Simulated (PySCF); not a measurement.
# `FC=C=C(F)C(F)(F)F`, C$_{4}$HF$_{5}$

Geometry:
| atom | x (Å) | y (Å) | z (Å) |
| --- | --- | --- | --- |
| F1 | 2.971 | 0.543 | -0.436 |
| C2 | 2.031 | 0.363 | 0.477 |
| C3 | 0.873 | -0.189 | 0.223 |
| C4 | -0.316 | -0.687 | 0.013 |
| F5 | -0.612 | -1.976 | 0.120 |
| C6 | -1.529 | 0.125 | -0.382 |
| F7 | -1.230 | 1.412 | -0.484 |
| F8 | -2.493 | -0.016 | 0.526 |
| F9 | -2.008 | -0.295 | -1.550 |
| H10 | 2.322 | 0.722 | 1.471 |

Computed with quadratic response CAM-B3LYP/aug-cc-pVDZ first hyperpolarisability, Taylor convention, gas phase in PySCF. Geometry: PBE0-D3(BJ)/def2-SVP.

**Question.** Give the tensor of the static β(0;0,0) in the axes of these coordinates.

**Answer.** In au, Taylor convention; rows are the first index (the induced dipole):
|  | xx | yy | zz | xy | xz | yz |
| --- | --- | --- | --- | --- | --- | --- |
| x | -45.2 | -26.8 | -26.3 | -15.7 | -32.0 | -8.7 |
| y | -15.7 | -15.8 | -7.6 | -26.8 | -8.7 | -20.2 |
| z | -32.0 | -20.2 | -32.7 | -8.7 | -26.3 | -7.6 |

Norm of βᵢ = ⅓ Σⱼ (βᵢⱼⱼ + βⱼᵢⱼ + βⱼⱼᵢ): 135.6 au, hyper-Rayleigh value 51.6 au.
